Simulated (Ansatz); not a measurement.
Calculation: PBE-D3(BJ)/def2-TZVP (Ansatz, a program for electronic structure). No frequencies were computed at this level.

Ansatz 0.2 input:
```yaml
crystal:
  periodic: [false, false, false]
  atoms:
    - { symbol: F, position_ang: [-0.697402, -0.801087, -1.22703] }
    - { symbol: Si, position_ang: [-0.123372, -0.002951, -0.000043] }
    - { symbol: F, position_ang: [-0.700986, -0.687299, 1.292263] }
    - { symbol: F, position_ang: [-0.751345, 1.436956, -0.065973] }
    - { symbol: I, position_ang: [2.273105, 0.054381, 0.000782] }
basis:
  gaussian: { orbitals: def2-tzvp }
hamiltonian:
  xc: pbe
  dispersion: d3bj
relax:
  max_steps: 150
```

Output:

```
Functional definition: PBE
1087 factors; their error is unknown
mean field evaluation 1: about -24123.3623 eV, gradient 5.8e1 eV
mean field evaluation 2: about -24107.5745 eV, gradient 1.2e2 eV
mean field evaluation 4: about -24127.8220 eV, gradient 3.0e0 eV
mean field evaluation 8: about -24127.8219 eV, gradient 1.2e-1 eV
mean field evaluation 16: about -24127.8219 eV, gradient 4.4e-5 eV
mean field -24127.82188876 eV, -886.6810999869 hartree, gradient 4.4e-5 eV, S^2 0.000000; 0 other end points of the search recorded, 0 dependent functions left out
reference -24127.82192071 eV, -886.6811011611 hartree; 33, 33 occupied and 147, 147 virtual orbitals, 1087 factors
relax step   1: F+E_penalty+E_count = -24127.93258842 eV  Δ(F+E_penalty+E_count) = +0.000e0 eV  max|allowed force component| = 7.432e-1 eV/Å  Δτ_max = 0.0000 Å  (28 SCF iters, accepted)
these checks for a lower state are left out or cut short: starts, cluster_reference, orbital_swaps, neighbouring_geometries, increment
1087 factors; their error is unknown
mean field -24127.84308367 eV, -886.6818788856 hartree, gradient 2.5e-5 eV, S^2 0.000000; 0 other end points of the search recorded, 0 dependent functions left out
reference -24127.84311561 eV, -886.6818800593 hartree; 33, 33 occupied and 147, 147 virtual orbitals, 1087 factors
relax step   2: F+E_penalty+E_count = -24127.95377180 eV  Δ(F+E_penalty+E_count) = -2.118e-2 eV  max|allowed force component| = 3.997e-1 eV/Å  Δτ_max = 0.0154 Å  (30 SCF iters, accepted)
these checks for a lower state are left out or cut short: starts, cluster_reference, orbital_swaps, neighbouring_geometries, increment
1087 factors; their error is unknown
mean field evaluation 32: about -24127.8318 eV, gradient 2.4e-5 eV
mean field -24127.83177470 eV, -886.6814632885 hartree, gradient 2.4e-5 eV, S^2 0.000000; 0 other end points of the search recorded, 0 dependent functions left out
reference -24127.83180655 eV, -886.6814644588 hartree; 33, 33 occupied and 147, 147 virtual orbitals, 1087 factors
relax step   3: F+E_penalty+E_count = -24127.94216667 eV  Δ(F+E_penalty+E_count) = +1.161e-2 eV  max|allowed force component| = 1.106e0 eV/Å  Δτ_max = 0.0223 Å  (29 SCF iters, rejected (line search))
these checks for a lower state are left out or cut short: starts, cluster_reference, orbital_swaps, neighbouring_geometries, increment
1087 factors; their error is unknown
mean field -24127.85066213 eV, -886.6821573888 hartree, gradient 2.4e-5 eV, S^2 0.000000; 0 other end points of the search recorded, 0 dependent functions left out
reference -24127.85069405 eV, -886.6821585617 hartree; 33, 33 occupied and 147, 147 virtual orbitals, 1087 factors
relax step   4: F+E_penalty+E_count = -24127.96118236 eV  Δ(F+E_penalty+E_count) = -7.411e-3 eV  max|allowed force component| = 7.264e-2 eV/Å  Δτ_max = 0.0110 Å  (30 SCF iters, accepted)
these checks for a lower state are left out or cut short: starts, cluster_reference, orbital_swaps, neighbouring_geometries, increment
1087 factors; their error is unknown
mean field -24127.85109394 eV, -886.6821732576 hartree, gradient 2.4e-5 eV, S^2 0.000000; 0 other end points of the search recorded, 0 dependent functions left out
reference -24127.85112587 eV, -886.6821744307 hartree; 33, 33 occupied and 147, 147 virtual orbitals, 1087 factors
relax step   5: F+E_penalty+E_count = -24127.96174186 eV  Δ(F+E_penalty+E_count) = -5.595e-4 eV  max|allowed force component| = 3.339e-2 eV/Å  Δτ_max = 0.0078 Å  (30 SCF iters, accepted)
these checks for a lower state are left out or cut short: starts, cluster_reference, orbital_swaps, neighbouring_geometries, increment
1087 factors; their error is unknown
mean field -24127.85120436 eV, -886.6821773154 hartree, gradient 1.1e-5 eV, S^2 0.000000; 0 other end points of the search recorded, 0 dependent functions left out
reference -24127.85123628 eV, -886.6821784884 hartree; 33, 33 occupied and 147, 147 virtual orbitals, 1087 factors
relax step   6: F+E_penalty+E_count = -24127.96179652 eV  Δ(F+E_penalty+E_count) = -5.465e-5 eV  max|allowed force component| = 7.131e-4 eV/Å  Δτ_max = 0.0026 Å  (24 SCF iters, accepted)
1087 factors; their error is unknown
mean field evaluation 64: about -24127.8642 eV, gradient 6.7e-2 eV
mean field -24127.85120436 eV, -886.6821773154 hartree, gradient 1.1e-5 eV, S^2 0.000000; 1 other end points of the search recorded, 0 dependent functions left out
reference -24127.85123628 eV, -886.6821784884 hartree; 33, 33 occupied and 147, 147 virtual orbitals, 1087 factors
Total energy: -24127.96182843 eV, -886.6862426750 hartree
Atom 0 at    -0.687135    -0.816666    -1.251784 Å, force    -0.000222    -0.000162    -0.000170 eV/Å
Atom 1 at    -0.140255    -0.003368    -0.000047 Å, force     0.000713     0.000120    -0.000004 eV/Å
Atom 2 at    -0.690794    -0.700583     1.318350 Å, force    -0.000222    -0.000146     0.000183 eV/Å
Atom 3 at    -0.742133     1.466527    -0.067296 Å, force    -0.000295     0.000239    -0.000011 eV/Å
Atom 4 at     2.260317     0.054091     0.000776 Å, force     0.000026    -0.000051     0.000002 eV/Å
Dipole moment:     0.262092     0.006260     0.000090 e Å
```

Cost: very roughly 24 core-seconds.
